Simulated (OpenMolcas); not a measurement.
A run on Ar⁴⁺.

- Program: OpenMolcas
- Method: XMS-CASPT2, IPEA 0.25 Eh, imaginary shift 0.1 Eh (closed shells correlated: 2s 2p)
- Basis: ANO-RCC-VTZP [5s4p2d1f]
- Scalar Hamiltonian: DKH2, point nucleus
- Active space: 4 electrons in 8 orbitals (3s 3p 4s 4p)
- State averaging: 2S+1 = 3 even, 6 roots; 2S+1 = 1 even, 11 roots; 2S+1 = 5 odd, 1 root; 2S+1 = 3 odd, 9 roots; 2S+1 = 1 odd, 8 roots
- Spin-orbit coupling: state interaction with AMFI integrals over the reference wave functions, term energies averaged over their components

First CASPT2 step and the start of its output:

```
&CASPT2
XMultistate=6 1 2 3 4 5 6
Frozen=1 0
IPEA=0.25
Imaginary=0.1
MaxIter=60
WThr=0.0 0.3 0.05
PrWF=0.5
NoMix
```

```
--- CASPT2 ---
Orbital specifications:
      -----------------------

      Symmetry species                           1   2
                                                ag  au
      Frozen orbitals                            1   0
      Inactive orbitals                          1   3
      Active orbitals                            2   6
      Secondary orbitals                        11  10
      Deleted orbitals                           0   0
      Number of basis functions                 15  19
Type of calculation                        XMS-CASPT2
      Fock operator                              state-average
      IPEA shift                                 0.25
      Real shift                                 0.00
      Imaginary shift                            0.10
      The input orbitals will be transformed to quasi-canonical
      The input states will be rotated to diagonalize the Fock operator
Reference energy:        -523.5444724536
      E2 (Non-variational):      -0.1133772728
      Shift correction:          -0.0001516264
      E2 (Variational):          -0.1135288992
      Total energy:            -523.6580013528
      Residual norm:              0.0000008894
      Reference weight:           0.96625
      Contributions to the CASPT2 correlation energy
      Active & Virtual Only:         -0.0813080612
      One Inactive Excited:          -0.0126076632
      Two Inactive Excited:          -0.0194615484
Reference energy:        -523.5444724536
      E2 (Non-variational):      -0.1132522239
      Shift correction:          -0.0001508887
      E2 (Variational):          -0.1134031126
      Total energy:            -523.6578755662
      Residual norm:              0.0000008869
      Reference weight:           0.96635
...
```

Over all roots the printed reference weights run from 0.68 to 0.99, and roots that are degenerate in the reference spread by up to 1700 cm-1.

Question: Did the run give usable levels, and if not, why?

Answer: No. The equations converged, but the reference weight falls to 0.68 for at least one root against 0.99 for the best. A drop of that size marks an intruder state, so the energies of such roots and the levels built on them can't be trusted.
